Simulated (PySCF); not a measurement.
**`C[C@H](F)C[C@H](F)C#N`, C₅H₇F₂N**

Geometry:
```
atom   x (Å)   y (Å)   z (Å)
  C1  -2.123  -0.117  -0.207
  C2  -0.686   0.350  -0.357
  F3  -0.412   0.530  -1.704
  C4   0.315  -0.660   0.199
  C5   1.760  -0.181   0.012
  F6   2.628  -1.166   0.434
  C7   2.005   1.038   0.765
  N8   2.172   1.995   1.365
  H9  -2.793   0.599  -0.676
 H10  -2.376  -0.203   0.846
 H11  -2.255  -1.083  -0.688
 H12  -0.541   1.337   0.104
 H13   0.120  -0.820   1.261
 H14   0.204  -1.612  -0.325
 H15   1.977   0.001  -1.051
```

Theory: TDDFT wB97X-D/def2-SVPD circular dichroism and optical rotation, one conformer, gas phase (PySCF 2.14.0). Geometry: GFN2-xTB.

The molecule is flexible and this is one conformer; a measurement averages over conformers.

(1) What are the CIP labels of the stereocentres?

(2) Which excitations and rotatory strengths does the calculation give?

Results:

(1) C2 S, C5 S.

(2) Rotatory strengths R in 10⁻⁴⁰ esu² cm², velocity form and length form (origin at the centre of mass); f in length form.
| state | E (eV) | λ (nm) | f | R (velocity) | R (length) | main |
| --- | --- | --- | --- | --- | --- | --- |
| 1 | 7.38 | 168 | 0.0003 | +0.1 | 0.0 | HOMO→LUMO 0.62, HOMO−2→LUMO 0.23 |
| 2 | 8.11 | 153 | 0.003 | -0.4 | -0.4 | HOMO−3→LUMO 0.38, HOMO→LUMO+1 0.13 |
| 3 | 8.43 | 147 | 0.0003 | +0.1 | +0.2 | HOMO−3→LUMO+2 0.34, HOMO−3→LUMO+1 0.30 |
| 4 | 8.73 | 142 | 0.015 | -1.2 | -0.8 | HOMO−4→LUMO 0.76, HOMO−2→LUMO 0.10 |
| 5 | 9.01 | 138 | 0.006 | +8.5 | +9.6 | HOMO−5→LUMO 0.29, HOMO→LUMO 0.23 |
| 6 | 9.29 | 133 | 0.003 | +1.1 | +1.0 | HOMO−1→LUMO 0.72 |
| 7 | 9.50 | 131 | 0.016 | +24.7 | +23.1 | HOMO→LUMO+1 0.24, HOMO−4→LUMO+2 0.22 |
| 8 | 9.54 | 130 | 0.041 | -39.3 | -36.5 | HOMO→LUMO+1 0.35, HOMO−4→LUMO+1 0.18 |

Among the states computed, the strongest CD band (largest |R|) is state 8. The largest dissymmetry factor in size, g = 4R/(D+G), with D and G the electric and magnetic dipole strengths, is +0.023 for state 7 (velocity form, f = 0.016), among bands with |R| over 0.5. The mirror image has the same energies and oscillator strengths and all R with the opposite sign.
